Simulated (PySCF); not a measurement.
Ge(H)(Br)(NH2)2 (BrGeH₅N₂), SMILES [GeH]([NH2])([Br])[NH2].

Coordinates come from a TPSSh-D3(BJ)/def2-SVP optimisation. This is a generated structure with no PubChem entry under its InChIKey; it may be hypothetical. One conformer was computed; it need not be the lowest.

Method: PBE/def2-TZVP run with PySCF.

Gas-phase values at a fixed geometry.

### Question
Estimate the frontier levels, gap, dipole moment and polarisability. (The exact figures need the calculation; the answer reports its results.)

### Answer

```
Quantity                                                                                                       Result
---------------------------------------------------------------------------------------------  ----------------------
highest occupied level                                                                                       -6.31 eV
lowest empty level                                                                                           -0.93 eV
orbital gap                                                                                                   5.38 eV
dipole moment                                                                                                  1.89 D
quadrupole, principal values (traceless, Buckingham form, about the centre of nuclear charge)  -5.51, -3.37, 8.88 D·Å
mean static polarisability                                                                      67.5 bohr³ (10.01 Å³)
polarisability, principal values                                                               57.5, 63.6, 81.5 bohr³
```
